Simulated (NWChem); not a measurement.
**Ionisation of hexafluorobutadiene (C4F6)**

SMILES: FC(F)=C(F)C(F)=C(F)F
```xyz
10

F      1.2144    -2.2705     0.0000
C     -0.0345    -1.8709     0.0000
F     -0.8820    -2.8736     0.0000
C     -0.4328    -0.5858     0.0000
F     -1.7508    -0.3429     0.0000
C      0.4328     0.5858     0.0000
F      1.7508     0.3429     0.0000
C      0.0345     1.8709     0.0000
F     -1.2144     2.2705     0.0000
F      0.8820     2.8736     0.0000
```
Charge 0, spin multiplicity 1.

Program: NWChem. Structure: optimised with B3LYP/def2-SVP, held to C2h symmetry and with no frequency check, so it may be a saddle point. It is one conformer; others weren't searched.

Basis set: def2-SVP. −ε marks an orbital energy of the parent.

B3LYP has NWChem's definition, with VWN1-RPA local correlation.

**Question.** For the first vertical ionisation energy, −ε(HOMO) of BHandHLYP gives 8.11 eV and −ε(HOMO) of HF gives 9.87 eV. What do −ε(HOMO) of BLYP, −ε(HOMO) of B3LYP, −ε(HOMO) of PBE give?

**Answer.** −ε(HOMO) of BLYP: 5.30 eV; −ε(HOMO) of B3LYP: 6.62 eV; −ε(HOMO) of PBE: 5.46 eV.
